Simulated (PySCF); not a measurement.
**Correlation energy of B⁻ (boron, charge -1)**

[He] 2s2 2p2, high-spin 3P determinant. All numbers are calculated (PySCF 2.14, the spin-free X2C one-electron Hamiltonian (Gaussian nucleus), in aug-cc-pVDZ-DK). Frozen: 1s2; 4 electrons correlated.

| level | correlation energy (mhartree) |
| --- | --- |
| CCSD | -75.26 |
| (T) | -2.59 |
| CCSD(T) | -77.85 |
| CCSDT | -78.81 |
| FCI | -78.94 |

Diagnostics: T1 = 0.023, D1 = 0.0413, largest double amplitude 0.116, weight of the Hartree-Fock determinant in FCI 0.8973 (33880 determinants).

Cost of the coupled-cluster step: about 0.5 core-seconds, for 4 correlated electrons.

Iterations:

```
CC2 = 0
CCSD nocc = (np.int64(3), np.int64(1)), nmo = (22, 22)
frozen orbitals [[0], [0]]
max_cycle = 100
direct = 0
conv_tol = 1e-08
conv_tol_normt = 1e-06
diis_space = 8
diis_start_cycle = 0
Init t2, MP2 energy = -0.0533871407730075
Init E_corr(UCCSD) = -0.0533871407731673
cycle = 1  E_corr(UCCSD) = -0.0675796775683737  dE = -0.0141925368  norm(t1,t2) = 0.0657833
cycle = 2  E_corr(UCCSD) = -0.0719128573584547  dE = -0.00433317979  norm(t1,t2) = 0.0299091
cycle = 3  E_corr(UCCSD) = -0.0752413041325108  dE = -0.00332844677  norm(t1,t2) = 0.016989
cycle = 4  E_corr(UCCSD) = -0.0752300714631276  dE = 1.12326694e-05  norm(t1,t2) = 0.00525477
cycle = 5  E_corr(UCCSD) = -0.0752782437035715  dE = -4.81722404e-05  norm(t1,t2) = 0.00138468
cycle = 6  E_corr(UCCSD) = -0.0752528672795304  dE = 2.5376424e-05  norm(t1,t2) = 0.000364796
cycle = 7  E_corr(UCCSD) = -0.0752577647248663  dE = -4.89744534e-06  norm(t1,t2) = 0.000151631
cycle = 8  E_corr(UCCSD) = -0.0752591389184307  dE = -1.37419356e-06  norm(t1,t2) = 5.25784e-05
cycle = 9  E_corr(UCCSD) = -0.0752568830556892  dE = 2.25586274e-06  norm(t1,t2) = 1.31238e-05
cycle = 10  E_corr(UCCSD) = -0.0752576289130372  dE = -7.45857348e-07  norm(t1,t2) = 5.36557e-06
cycle = 11  E_corr(UCCSD) = -0.0752576548664623  dE = -2.59534251e-08  norm(t1,t2) = 1.90632e-06
cycle = 12  E_corr(UCCSD) = -0.0752576123172141  dE = 4.25492482e-08  norm(t1,t2) = 9.80866e-07
cycle = 13  E_corr(UCCSD) = -0.0752576115469338  dE = 7.70280312e-10  norm(t1,t2) = 1.70314e-07
UCCSD converged
E(UCCSD) = -24.60147330849106  E_corr = -0.07525761154693378
UCCSD(T) correction = -0.00258539486552043
```
